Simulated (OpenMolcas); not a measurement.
**OpenMolcas run: F²⁺**

Input:

```
&GATEWAY
Coord
1

F 0.0 0.0 0.0
Basis=ANO-RCC-VTZP
Group=XYZ
NoMove
AngMom=0.0 0.0 0.0
AMFI
&SEWARD
* reference wave functions (RASSCF and RASSI steps not shown): 5 electrons in 4 orbitals (2s 2p)
>>> COPY JOB001 $Project.JobIph
&CASPT2
Multistate=1 1
Frozen=0 0
IPEA=0.0
Imaginary=0.1
MaxIter=60
WThr=0.0 0.3 0.05
PrWF=0.5
NoMix
>>> COPY JOB002 $Project.JobIph
&CASPT2
Multistate=8 1 2 3 4 5 6 7 8
Frozen=0 0
IPEA=0.0
Imaginary=0.1
MaxIter=60
WThr=0.0 0.3 0.05
PrWF=0.5
NoMix
>>> COPY JOB003 $Project.JobIph
&CASPT2
Multistate=3 1 2 3
Frozen=0 0
IPEA=0.0
Imaginary=0.1
MaxIter=60
WThr=0.0 0.3 0.05
PrWF=0.5
NoMix
...
```

Output, cut to the results:

```
--- CASPT2 ---
Orbital specifications:
      -----------------------

      Symmetry species                           1   2
                                                ag  au
      Frozen orbitals                            0   0
      Inactive orbitals                          1   0
      Active orbitals                            1   3
      Secondary orbitals                        12  13
      Deleted orbitals                           0   0
      Number of basis functions                 14  16
Type of calculation                        SS-CASPT2
      Fock operator                              state-specific
      IPEA shift                                 0.00
      Real shift                                 0.00
      Imaginary shift                            0.10
      The input orbitals will be transformed to quasi-canonical
Reference energy:         -97.6921681437
      E2 (Non-variational):      -0.1158722530
      Shift correction:          -0.0000384268
      E2 (Variational):          -0.1159106798
      Total energy:             -97.8080788235
      Residual norm:              0.0000003847
      Reference weight:           0.98179
      Contributions to the CASPT2 correlation energy
      Active & Virtual Only:         -0.1102757291
      One Inactive Excited:          -0.0042754649
      Two Inactive Excited:          -0.0013210590
::    CASPT2 Root  1     Total energy:    -97.80807882
--- CASPT2 ---
Orbital specifications:
      -----------------------

      Symmetry species                           1   2
                                                ag  au
      Frozen orbitals                            0   0
      Inactive orbitals                          1   0
      Active orbitals                            1   3
      Secondary orbitals                        12  13
      Deleted orbitals                           0   0
      Number of basis functions                 14  16
Type of calculation                        MS-CASPT2
      Fock operator                              state-specific
      IPEA shift                                 0.00
      Real shift                                 0.00
      Imaginary shift                            0.10
      The input orbitals will be transformed to quasi-canonical
Reference energy:         -97.5196343432
      E2 (Non-variational):      -0.1279337860
      Shift correction:          -0.0000418852
      E2 (Variational):          -0.1279756713
      Total energy:             -97.6476100144
      Residual norm:              0.0000003898
      Reference weight:           0.98008
      Contributions to the CASPT2 correlation energy
      Active & Virtual Only:         -0.1225230407
      One Inactive Excited:          -0.0040896863
      Two Inactive Excited:          -0.0013210590
Reference energy:         -97.5196343432
      E2 (Non-variational):      -0.1279337845
      Shift correction:          -0.0000418852
      E2 (Variational):          -0.1279756697
      Total energy:             -97.6476100129
      Residual norm:              0.0000003877
      Reference weight:           0.98008
      Contributions to the CASPT2 correlation energy
      Active & Virtual Only:         -0.1225230392
      One Inactive Excited:          -0.0040896863
      Two Inactive Excited:          -0.0013210590
::    CASPT2 Root  1     Total energy:    -97.64761001
::    CASPT2 Root  2     Total energy:    -97.64761001
::    CASPT2 Root  3     Total energy:    -97.64761001
::    CASPT2 Root  4     Total energy:    -97.64761002
::    CASPT2 Root  5     Total energy:    -97.64761001
::    CASPT2 Root  6     Total energy:    -97.56801962
::    CASPT2 Root  7     Total energy:    -97.56801962
::    CASPT2 Root  8     Total energy:    -97.56801962
::    MS-CASPT2 Root  1     Total energy:    -97.64761002
::    MS-CASPT2 Root  2     Total energy:    -97.64761001
::    MS-CASPT2 Root  3     Total energy:    -97.64761001
::    MS-CASPT2 Root  4     Total energy:    -97.64761001
::    MS-CASPT2 Root  5     Total energy:    -97.64761001
::    MS-CASPT2 Root  6     Total energy:    -97.56801962
::    MS-CASPT2 Root  7     Total energy:    -97.56801962
::    MS-CASPT2 Root  8     Total energy:    -97.56801962
--- CASPT2 ---
Orbital specifications:
      -----------------------

      Symmetry species                           1   2
                                                ag  au
      Frozen orbitals                            0   0
      Inactive orbitals                          1   0
      Active orbitals                            1   3
      Secondary orbitals                        12  13
      Deleted orbitals                           0   0
      Number of basis functions                 14  16
Type of calculation                        MS-CASPT2
      Fock operator                              state-specific
      IPEA shift                                 0.00
      Real shift                                 0.00
      Imaginary shift                            0.10
      The input orbitals will be transformed to quasi-canonical
Reference energy:         -96.9932111154
      E2 (Non-variational):      -0.1165205397
      Shift correction:          -0.0000699552
      E2 (Variational):          -0.1165904949
      Total energy:             -97.1098016103
      Residual norm:              0.0000001752
      Reference weight:           0.97824
      Contributions to the CASPT2 correlation energy
      Active & Virtual Only:         -0.1105638157
      One Inactive Excited:          -0.0043084349
      Two Inactive Excited:          -0.0016482892
Reference energy:         -96.9932111154
      E2 (Non-variational):      -0.1165205397
      Shift correction:          -0.0000699552
      E2 (Variational):          -0.1165904949
      Total energy:             -97.1098016103
      Residual norm:              0.0000001752
      Reference weight:           0.97824
      Contributions to the CASPT2 correlation energy
...
```

Levels above the lowest, from the spin-orbit matrix with the single-state CASPT2 energies, averaged by term, on its diagonal:

```json
{"Configuration": "2s2 2p3", "Term": "4S*", "J": "3/2", "E (cm-1)": "0.0", "Measured (cm-1)": "0.0", "g": "2.002", "Term weight %": "100"}
{"Configuration": "2s2 2p3", "Term": "2D*", "J": "3/2", "E (cm-1)": "35210", "Measured (cm-1)": "", "g": "0.800", "Term weight %": "100"}
{"Configuration": "2s2 2p3", "Term": "2D*", "J": "5/2", "E (cm-1)": "35220", "Measured (cm-1)": "", "g": "1.200", "Term weight %": "100"}
{"Configuration": "2s2 2p3", "Term": "2P*", "J": "3/2", "E (cm-1)": "52700", "Measured (cm-1)": "", "g": "1.334", "Term weight %": "100"}
{"Configuration": "2s2 2p3", "Term": "2P*", "J": "1/2", "E (cm-1)": "52700", "Measured (cm-1)": "", "g": "0.666", "Term weight %": "100"}
{"Configuration": "2s 2p4", "Term": "4P", "J": "5/2", "E (cm-1)": "153070", "Measured (cm-1)": "151898", "g": "1.601", "Term weight %": "100"}
{"Configuration": "2s 2p4", "Term": "4P", "J": "3/2", "E (cm-1)": "153380", "Measured (cm-1)": "152235", "g": "1.735", "Term weight %": "100"}
{"Configuration": "2s 2p4", "Term": "4P", "J": "1/2", "E (cm-1)": "153570", "Measured (cm-1)": "152410", "g": "2.671", "Term weight %": "100"}
{"Configuration": "2s 2p4", "Term": "2D", "J": "3/2", "E (cm-1)": "212440", "Measured (cm-1)": "210256", "g": "0.800", "Term weight %": "100"}
{"Configuration": "2s 2p4", "Term": "2D", "J": "5/2", "E (cm-1)": "212440", "Measured (cm-1)": "210240", "g": "1.200", "Term weight %": "100"}
{"Configuration": "2s 2p4", "Term": "2S", "J": "1/2", "E (cm-1)": "251360", "Measured (cm-1)": "248260", "g": "2.002", "Term weight %": "100"}
{"Configuration": "2s 2p4", "Term": "2P", "J": "3/2", "E (cm-1)": "271720", "Measured (cm-1)": "266559", "g": "1.334", "Term weight %": "100"}
{"Configuration": "2s 2p4", "Term": "2P", "J": "1/2", "E (cm-1)": "272100", "Measured (cm-1)": "266943", "g": "0.666", "Term weight %": "100"}
```

Against the 8 measured excited levels shown (Moore, Atomic Energy Levels, vol. I, NSRDS-NBS 35 (1971 reprint of NBS Circular 467, 1949)) the mean absolute deviation is 2700 cm-1; the largest miss in energy is 2s 2p4 2P 3/2: computed 271720, measured 266559 cm-1 (+1.9 %).

CASPT2 breaks the degeneracy within a term, and the mean is taken; among the terms shown or strongly mixed into the levels shown the widest spread is 64 cm-1 (2s 2p4 2D). Terms from blocks run as CI alone lack orbitals of their own. Computed and measured levels are paired by configuration, term and J; levels that our copy of the source lacks, or whose pairing is in doubt (as where it misses far off the trend of its configuration), stay unpaired and out of the deviations. Levels of configurations outside the active space are missing. The first state left out of the spin-orbit step lies near 440000 cm-1 above the lowest spin-free state of the reference (among the parities and spins computed), and the list stops at four fifths of that energy or lower.

The term weight is that of the spin-free term in the level, not the purity of its configuration. * marks odd parity.
